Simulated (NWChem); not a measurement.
System meant: NbF4, doublet; SMILES [Nb]([F])([F])([F])[F]

Here is an NWChem input.

```
start job
memory heap 200 mb stack 900 mb global 1100 mb
geometry units angstroms noautoz
  Nb     0.000000     0.000000     0.000000
  F     -1.217386    -1.217386     0.728141
  F      1.217386     1.217386     0.728141
  F     -1.217386     1.217386    -0.728141
  F      1.217386    -1.217386    -0.728141
end
basis spherical
  * library def2-svp
end
dft
  odft
  mult 2
  xc b3lyp
  iterations 150
  mulliken
end
task dft energy
```

End of the output:

```
             Northwest Computational Chemistry Package (NWChem) 7.3.0
             --------------------------------------------------------

 D2D symmetry detected

                             Geometry "geometry" -> ""
                             -------------------------

 Output coordinates in angstroms (scale by  1.889725989 to convert to a.u.)

  No.       Tag          Charge          X              Y              Z
 ---- ---------------- ---------- -------------- -------------- --------------
    1 Nb                  41.0000     0.00000000     0.00000000     0.00000000
    2 F                    9.0000     1.21738600     1.21738600     0.72814100
    3 F                    9.0000    -1.21738600    -1.21738600     0.72814100
    4 F                    9.0000     1.21738600    -1.21738600    -0.72814100
    5 F                    9.0000    -1.21738600     1.21738600    -0.72814100

 Effective nuclear repulsion energy (a.u.)     503.1710923606

      Symmetry information
      --------------------

 Group name             D2d
 Group number             32
 Group order               8
 No. of unique centers     2

                                 NWChem DFT Module
                                 -----------------

 Summary of "ao basis" -> "ao basis" (spherical)
 ------------------------------------------------------------------------------
       Tag                 Description            Shells   Functions and Types
 ---------------- ------------------------------  ------  ---------------------
 Nb                         def2-svp                11       31   5s3p2d1f
 F                          def2-svp                 6       14   3s2p1d

      Symmetry analysis of basis
      --------------------------

        a1         18
        a2          5
        b1          6
        b2         16
        e          42

            General Information
            -------------------
          SCF calculation type: DFT
          Wavefunction type:  spin polarized.
          No. of atoms     :     5
          No. of electrons :    77
           Alpha electrons :    39
            Beta electrons :    38
          Charge           :     0
          Spin multiplicity:     2
          Use of symmetry is: on ; symmetry adaption is: on
          Maximum number of iterations: 150
          AO basis - number of functions:    87
                     number of shells:    35
          Convergence on energy requested:  1.00D-06
          Convergence on density requested:  1.00D-05
          Convergence on gradient requested:  5.00D-04

              XC Information
              --------------
                         B3LYP Method XC Potential
                     Hartree-Fock (Exact) Exchange  0.200
                        Slater Exchange Functional  0.800 local
                    Becke 1988 Exchange Functional  0.720 non-local
              Lee-Yang-Parr Correlation Functional  0.810
                  VWN I RPA Correlation Functional  0.190 local

             Grid Information
             ----------------
          Grid used for XC integration:  medium
          Radial quadrature: Mura-Knowles
          Angular quadrature: Lebedev.
          Tag              B.-S. Rad. Rad. Pts. Rad. Cut. Ang. Pts.
          ---              ---------- --------- --------- ---------
          Nb                  1.45      123           8.0       590
          F                   0.50       49           8.0       434
          Grid pruning is: on
          Number of quadrature shells:   172
          Spatial weights used:  Erf1

      Superposition of Atomic Density Guess
      -------------------------------------

 Sum of atomic energies:       -1121.67767722

      Non-variational initial energy
      ------------------------------

 Total energy =   -1126.390747
 1-e energy   =   -2520.212514
 2-e energy   =     890.650675
 HOMO         =      -1.719266
 LUMO         =      -1.649085

   Symmetry analysis of molecular orbitals - initial alpha
   -------------------------------------------------------

  Numbering of irreducible representations:

     1 a1          2 a2          3 b1          4 b2          5 e

  Orbital symmetries:

     1 a1          2 e           3 e           4 a1          5 b2
     6 a1          7 e           8 e           9 b2         10 b2
    11 e          12 e          13 a1         14 b1         15 a1
    16 a1         17 e          18 e          19 b2         20 e
    21 e          22 a2         23 e          24 e          25 b2
    26 a1         27 b2         28 e          29 e          30 b1
    31 a1         32 e          33 e          34 b2         35 a2
    36 e          37 e          38 b2         39 a1         40 e
    41 e          42 a1         43 a1         44 e          45 e
    46 b1         47 b2         48 b2         49 e

   Symmetry analysis of molecular orbitals - initial beta
   ------------------------------------------------------

  Numbering of irreducible representations:

     1 a1          2 a2          3 b1          4 b2          5 e

  Orbital symmetries:

     1 a1          2 e           3 e           4 a1          5 b2
     6 a1          7 e           8 e           9 b2         10 b2
    11 e          12 e          13 a1         14 b1         15 a1
    16 a1         17 e          18 e          19 b2         20 e
    21 e          22 a2         23 e          24 e          25 b2
    26 a1         27 b2         28 e          29 e          30 b1
    31 a1         32 e          33 e          34 b2         35 a2
    36 e          37 e          38 b2         39 a1         40 e
    41 e          42 a1         43 a1         44 e          45 e
    46 b1         47 b2         48 b2         49 e

     ---------------------------------------------
      Total Density - Mulliken Population Analysis
     ---------------------------------------------

    Atom       Charge   Shell Charges
 -----------   ------   -------------------------------------------------------
    1 Nb  41    42.98   2.01  2.07  2.23 -0.27  0.07  6.07  6.17 -0.40 10.65 -0.05 14.43
    2 F    9     8.51   1.99  1.06  0.86  3.01  1.55  0.03
    3 F    9     8.51   1.99  1.06  0.86  3.01  1.55  0.03
    4 F    9     8.51   1.99  1.06  0.86  3.01  1.55  0.03
    5 F    9     8.51   1.99  1.06  0.86  3.01  1.55  0.03

     --------------------------------------------
      Spin Density - Mulliken Population Analysis
     --------------------------------------------

    Atom       Charge   Shell Charges
 -----------   ------   -------------------------------------------------------
    1 Nb  41    -0.01  -0.00 -0.01 -0.00 -0.00  0.01  0.00  0.00  0.00 -0.00  0.00 -0.00
    2 F    9     0.25   0.00  0.04 -0.00  0.14  0.08  0.00
    3 F    9     0.25   0.00  0.04 -0.00  0.14  0.08  0.00
    4 F    9     0.25   0.00  0.04 -0.00  0.14  0.08  0.00
    5 F    9     0.25   0.00  0.04 -0.00  0.14  0.08  0.00

[...]
```

### Question
Find the fault in this run and fix the input.

### Answer
The run ends normally but its numbers are meaningless: the def2 basis of a heavy element holds valence functions alone and wants its effective core potential (without it all electrons must fit into that basis). This input runs:
```
start job
memory heap 200 mb stack 900 mb global 1100 mb
geometry units angstroms noautoz
  Nb     0.000000     0.000000     0.000000
  F     -1.217386    -1.217386     0.728141
  F      1.217386     1.217386     0.728141
  F     -1.217386     1.217386    -0.728141
  F      1.217386    -1.217386    -0.728141
end
basis spherical
  * library def2-svp
end
ecp
  Nb library def2-ecp
end
dft
  odft
  mult 2
  xc b3lyp
  iterations 150
  mulliken
end
task dft energy
```
It converges to -456.29472 Ha (B3LYP/def2-SVP with def2 effective core potentials on Nb, spin-unrestricted). The faulty run gave -1163.364 Ha, with all electrons squeezed into the valence basis.
